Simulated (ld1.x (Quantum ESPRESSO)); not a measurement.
**Logarithmic derivatives: H (Z = 1), PAW**

- Element: hydrogen (H)
- Generator: ld1.x (Quantum ESPRESSO) 7.5
- Type: PAW
- Functional: PBE
- Relativity: non-relativistic
- Frozen core: none
- Valence charge: 1
- Reference configuration: 1s0.5 (charge +0.5)
- Partial waves: 1s (bound): rcut 0.90, rcutus 1.05 bohr; 1s channel at -0.55 Ry: rcut 0.90, rcutus 1.05 bohr; 2p channel at -0.15 Ry: rcut 0.80, rcutus 0.90 bohr; 2p channel at 0.75 Ry: rcut 0.80, rcutus 0.90 bohr
- Local potential: all-electron potential smoothed inside 0.75 bohr (lloc = -1)
- Core correction: none
- Augmentation charge: BESSEL, radius 0.60 bohr

The phase is arctan(r·u′/u) with u = r·R(r), unwrapped; energies in Ry, scanned from -3 to 5 Ry. A pole is an energy at which the radial function vanishes at the test radius. The pseudo phase is shifted by a multiple of π to meet the all-electron one at the reference energy, and phase errors are pseudo minus all-electron; the curves can meet again beyond the range given. Levels narrower than the energy grid can be missing from the lists of poles.

Q: For each channel, where are the poles, and over which energies does the pseudopotential scatter like the atom?

A:

```
channel  radius (bohr)  reference energy (Ry)  poles, all-electron  poles, pseudo  unbroken range about the reference energy with phases within 0.05 rad  phase error 1 Ry above the reference energy (rad)
      s           1.16                  -0.93                 2.90           2.91                                                        the whole range                                             +0.000
      p           1.16                  -0.15                 none           none                                                        the whole range                                             -0.000
```

Phases in the p channel:

| E (Ry) | all-electron | pseudo |
| --- | --- | --- |
| -3.00 | 1.151 | 1.151 |
| -2.52 | 1.129 | 1.129 |
| -2.04 | 1.104 | 1.104 |
| -1.56 | 1.075 | 1.075 |
| -1.08 | 1.041 | 1.041 |
| -0.60 | 1.001 | 1.001 |
| -0.12 | 0.953 | 0.953 |
| 0.36 | 0.894 | 0.894 |
| 0.84 | 0.821 | 0.821 |
| 1.32 | 0.730 | 0.730 |
| 1.80 | 0.612 | 0.612 |
| 2.28 | 0.462 | 0.462 |
| 2.76 | 0.272 | 0.272 |
| 3.24 | 0.043 | 0.043 |
| 3.72 | -0.209 | -0.209 |
| 4.20 | -0.456 | -0.456 |
| 4.68 | -0.672 | -0.672 |
